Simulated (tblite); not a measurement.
C3H8FNSi.
Z-matrix (Å and degrees, GFN2-xTB geometry), rows numbered from 1:
```
F 
C   1  1.3812
Si  2  1.9137  1  109.49
C   3  1.9120  2  122.41  1  -109.81
C   4  1.5331  3   87.55  2  -116.56
N   5  1.4584  4   96.90  3    10.84
H   2  1.0919  1  106.20  3   121.05
H   2  1.0916  1  106.33  3  -123.60
H   3  1.4684  2  107.61  1    27.23
H   4  1.0851  3  116.80  2    -2.47
H   4  1.0840  3  116.80  2   128.17
H   5  1.0939  4  112.22  3  -107.05
H   5  1.0931  4  114.73  3   128.30
H   6  1.0071  3  135.61  2   -81.36
```

Level: GFN2-xTB in tblite, geometry and Hessian alike; calculated harmonic values, unscaled, isolated species. The method is semi-empirical: single wavenumbers can be off by several per cent or more. Modes of hydrogen on silicon can be 10 to 20 % off. One conformer, not necessarily the lowest.

Harmonic wavenumbers (cm⁻¹): 33.3, 115.0, 137.0, 213.2, 269.9, 447.2, 539.0, 552.9, 665.8, 707.1, 732.3, 745.5, 783.7, 903.9, 922.9, 1019.1, 1032.8, 1057.0, 1116.0, 1155.3, 1190.3, 1198.9, 1231.3, 1274.6, 1317.1, 1444.8, 1468.0, 1504.9, 2217.5, 2911.4, 2946.2, 2963.2, 2970.1, 3034.5, 3047.9, 3456.7.

A = 7508, B = 1552, C = 1432 MHz; mass 105.041 u (most abundant isotopes); point group C1, symmetry number 1.

Task: Zero-point energy?

Result: Half the sum of the wavenumbers: 23663 cm⁻¹ = 67.66 kcal/mol.

Task: Entropy at 298.15 K, 1 bar (ideal gas, RRHO, classical rotation)?

Result: Translation 39.89, rotation 27.36, vibration 19.40: S = 86.6 cal/(mol K).

Task: And Cp and H(298.15 K) − H(0)?

Result: Cp = 28.54 cal/(mol K), of which vibrations give 20.60 (their classical limit is 36 R = 71.5); H(298.15 K) − H(0) = 5.34 kcal/mol without the zero-point energy, 2.97 from vibrations.

Task: Which modes carry the vibrational entropy at 298.15 K?

Result: 33.3 cm⁻¹: 5.62; 115.0 cm⁻¹: 3.18; 137.0 cm⁻¹: 2.85; 213.2 cm⁻¹: 2.02; 269.9 cm⁻¹: 1.60; 447.2 cm⁻¹: 0.80 cal/(mol K); the other 30 give 3.33 together.

Task: How do the functions run with temperature in this model?

Result: 
```json
{"T (K)": "100", "S (cal/(mol K))": "64.8", "Cp (cal/(mol K))": "14.8", "H − H(0) (kcal/mol)": "1.14", "G − H(0) (kcal/mol)": "-5.34", "ln q(vib)": "1.40"}
{"T (K)": "200", "S (cal/(mol K))": "76.9", "Cp (cal/(mol K))": "21.0", "H − H(0) (kcal/mol)": "2.92", "G − H(0) (kcal/mol)": "-12.46", "ln q(vib)": "3.10"}
{"T (K)": "300", "S (cal/(mol K))": "86.8", "Cp (cal/(mol K))": "28.7", "H − H(0) (kcal/mol)": "5.40", "G − H(0) (kcal/mol)": "-20.65", "ln q(vib)": "4.77"}
{"T (K)": "500", "S (cal/(mol K))": "104.9", "Cp (cal/(mol K))": "42.4", "H − H(0) (kcal/mol)": "12.58", "G − H(0) (kcal/mol)": "-39.86", "ln q(vib)": "8.20"}
{"T (K)": "800", "S (cal/(mol K))": "127.8", "Cp (cal/(mol K))": "55.0", "H − H(0) (kcal/mol)": "27.37", "G − H(0) (kcal/mol)": "-74.88", "ln q(vib)": "13.31"}
{"T (K)": "1000", "S (cal/(mol K))": "140.7", "Cp (cal/(mol K))": "60.4", "H − H(0) (kcal/mol)": "38.93", "G − H(0) (kcal/mol)": "-101.76", "ln q(vib)": "16.52"}
```

q(vib) and H(0) count from the zero-point level.

Task: What must be added to the electronic energy to get the Gibbs energy at 298.15 K and 1 bar?

Result: ZPE + [H(298.15 K) − H(0)] − T·S = 67.66 + 5.34 − 25.83 = 47.17 kcal/mol.

Hindered rotation and anharmonicity are outside this model. Other conformers, if any are populated, would add a mixing term that is left out. The structure is chiral; the term R ln 2 for an equal mix with its mirror image is left out.
